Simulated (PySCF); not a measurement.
**Spin states of RbTl⁺**

Unrestricted PBE0; Rb def2-SVPD with ECP28, Tl def2-SVPD with ECP60; scalar-relativistic core potentials (PySCF 2.14). Outer shells of the fragments: Rb+ closed shells only; Tl 5d10 6s2 6p1.

Followed along the bond (rough minima from three points):

```csv
2Ms+1,unpaired,⟨S²⟩ at the start,R at minimum (Å),Te (eV)
2,σ ↑,0.75,4.28,0.00
4,"σ ↑↑, π ↑",3.75,4.23,6.12
2,π ↑,0.75,none in the scan,≤ 0.59
```

Solutions found at the starting distance of 3.590 Å, counted from the lowest of them; the search is not exhaustive and high or unbound solutions are not listed, so other states can lie among these:

```json
{"2Ms+1": "2", "unpaired": "σ ↑", "term": "²Σ⁺", "E (eV)": "0.00", "⟨S²⟩": "0.75", "⟨Lz²⟩": "0.00", "μ (D)": "-8.31"}
{"2Ms+1": "2", "unpaired": "π ↑", "term": "²Π", "E (eV)": "0.49", "⟨S²⟩": "0.75", "⟨Lz²⟩": "1.00", "μ (D)": "-9.95"}
{"2Ms+1": "2", "unpaired": "δ ↑", "term": "²Δ", "E (eV)": "4.66", "⟨S²⟩": "0.75", "⟨Lz²⟩": "4.00", "μ (D)": "-2.12"}
{"2Ms+1": "4", "unpaired": "σ ↑↑, π ↑", "term": "⁴Π", "E (eV)": "6.09", "⟨S²⟩": "3.75", "⟨Lz²⟩": "1.01", "μ (D)": "-9.17"}
{"2Ms+1": "4", "unpaired": "σ ↑, π ↑↑", "term": "⁴Σ⁻", "E (eV)": "6.54", "⟨S²⟩": "3.75", "⟨Lz²⟩": "0.00", "μ (D)": "-10.05"}
{"2Ms+1": "4", "unpaired": "σ ↑↑↑", "term": "⁴Σ⁺", "E (eV)": "9.38", "⟨S²⟩": "3.75", "⟨Lz²⟩": "0.00", "μ (D)": "1.26"}
```

A term symbol is given only where ⟨S²⟩ and ⟨Lz²⟩ are close to those of a pure state; real π, δ and φ orbitals otherwise mix terms. A positive dipole points towards Tl; it is taken about the centre of mass and depends on that origin.

Spin–orbit coupling is left out, which matters for elements this heavy, above all for dissociation energies. Counting both spins, an empty level lies below a filled one in some of these solutions, because spin and occupation are held.
